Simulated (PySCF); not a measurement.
Isomers of C3H9F3OSi2, one GFN2-xTB conformer each. Single-point energies are computed at PBE0/pcSseg-1 (PySCF, gas phase, no added dispersion term), electronic only.

| SMILES | GFN2-xTB relative energy (kcal/mol) |
| --- | --- |
| COC([SiH3])([SiH3])C(F)(F)F | 30.1 |
| FCC(F)(F)OC([SiH3])[SiH3] | 31.8 |
| FC(F)(F)[SiH2]OCC[SiH3] | 0.0 |

Conformers: `[CH3:1][O:2][C:3]([SiH3:4])([SiH3:5])[C:6]([F:7])([F:8])[F:9]` with C1–O2–C3–Si4 -176°; `[F:1][CH2:2][C:3]([F:4])([F:5])[O:6][CH:7]([SiH3:8])[SiH3:9]` with F1–C2–C3–F4 59°, C2–C3–O6–C7 180°, C3–O6–C7–Si8 -113°; `[F:1][C:2]([F:3])([F:4])[SiH2:5][O:6][CH2:7][CH2:8][SiH3:9]` with C2–Si5–O6–C7 45°, Si5–O6–C7–C8 -151°, O6–C7–C8–Si9 -179°.

Problem. What does PBE0/pcSseg-1 give for the same structures?

Solution. 
```
                     SMILES  PBE0/pcSseg-1 E (Eh)  PBE0/pcSseg-1 (kcal/mol)  GFN2-xTB (kcal/mol)  point group
    FC(F)(F)[SiH2]OCC[SiH3]           -1072.68020                       0.0                  0.0           C1
  FCC(F)(F)OC([SiH3])[SiH3]           -1072.63254                      29.9                 31.8      near Cs
COC([SiH3])([SiH3])C(F)(F)F           -1072.62623                      33.9                 30.1           C1
```

Both levels put the same isomer lowest; measured from each level's own lowest isomer, the values differ by up to 3.8 kcal/mol (COC([SiH3])([SiH3])C(F)(F)F: 30.1 against 33.9). As drawn, the lowest has an Si–O bond, which the highest lacks.

Problem. Which frontier levels, dipoles and rotational constants go with these structures?

Solution. 
```tsv
SMILES	HOMO (eV, PBE0/pcSseg-1)	LUMO (eV)	dipole (D)	A, B, C (MHz)
FC(F)(F)[SiH2]OCC[SiH3]	-8.59	0.16	2.31	2189, 469.3, 426.7
FCC(F)(F)OC([SiH3])[SiH3]	-8.28	0.17	2.60	1747, 676.7, 556.5
COC([SiH3])([SiH3])C(F)(F)F	-7.85	0.21	1.82	1172, 1119, 1007
```
